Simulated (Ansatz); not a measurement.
One change: `C[O][Au]` becomes `CO[SiH]`.

Ansatz, PBE0-D4/def2-TZVP geometries, multiplicity 1. 

Elements past krypton have def2 core potentials.

```tsv
property	`C[O][Au]`
HOMO energy (ωB97M-V/def2-TZVPP) / eV	-9.23
HOMO–LUMO gap (B3LYP/def2-TZVPP) / eV	3.26
size of the dipole moment (B3LYP/def2-TZVPP) / D	2.04
LUMO energy (ωB97M-V/def2-TZVPP) / eV	-1.38
size of the dipole moment (ωB97M-V/def2-TZVPP) / D	2.85
HOMO energy (PBE0/def2-TZVPP) / eV	-7.01
```

Give the same properties after the change, and the shifts. (Best estimate.)

The calculation gave: 
```
                                          property  `CO[SiH]`  shift
             HOMO energy (ωB97M-V/def2-TZVPP) / eV      -8.63   0.60
             HOMO–LUMO gap (B3LYP/def2-TZVPP) / eV       4.22   0.96
  size of the dipole moment (B3LYP/def2-TZVPP) / D       1.58  -0.46
             LUMO energy (ωB97M-V/def2-TZVPP) / eV       0.04   1.42
size of the dipole moment (ωB97M-V/def2-TZVPP) / D       1.50  -1.35
                HOMO energy (PBE0/def2-TZVPP) / eV      -6.53   0.48
```

With PBE0 the HOMO rises by 0.48 eV and the LUMO rises by 1.29 eV, so the gap widens by about 0.81 eV. PBE moves the HOMO by 0.18 eV and ωB97M-V by 0.60 eV. The zero-point energy changes by 22.2 kJ/mol with +3 modes. Dipoles are sizes alone; their direction can turn.

B3LYP here is the variant with VWN-RPA as its local correlation; programs differ in this.
